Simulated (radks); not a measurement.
Fractional charge and spin in the 3s shell of potassium: the spin-up occupation runs from 0 to 1 and the spin-down occupation from 0 to 1; the fullest corner is K2+, [Ne] 3p(up 2.5, down 2.5) 3s(up 1, down 1). Calculated with a radial shooting solver on a logarithmic mesh with Libxc functionals: non-relativistic Kohn-Sham, r2SCAN, spin-polarised, spherical densities, point nucleus; meta-GGA in the generalised Kohn-Sham scheme. Energy (eV) minus the two flat planes that join the four corners (they meet along the diagonal where the two added fractions sum to one electron); zero is where a piecewise linear energy would lie.

down \ up,0,0.25,0.5,0.75,1
0,0.000,-1.524,-2.031,-1.522,0.000
0.25,-1.524,-1.874,-1.224,0.427,-1.428
0.5,-2.031,-1.224,0.568,-1.158,-1.903
0.75,-1.522,0.427,-1.158,-1.774,-1.425
1,0.000,-1.428,-1.903,-1.425,0.000

Corners above the fullest one (they belong to K3+ and the next ion): (up 1, down 0) 64.898 eV, (up 0, down 1) 64.898 eV, (up 0, down 0) 147.81 eV. With half an added electron in each spin the energy lies 0.568 eV from the planes, and with half an added electron in spin up alone -2.031 eV. The planes are only a guide here: the flat-plane condition holds for ground states with one frontier orbital, while this shell lies below other occupied shells, so the corners above the fullest one are inner-hole states and not the ground states of those ions.
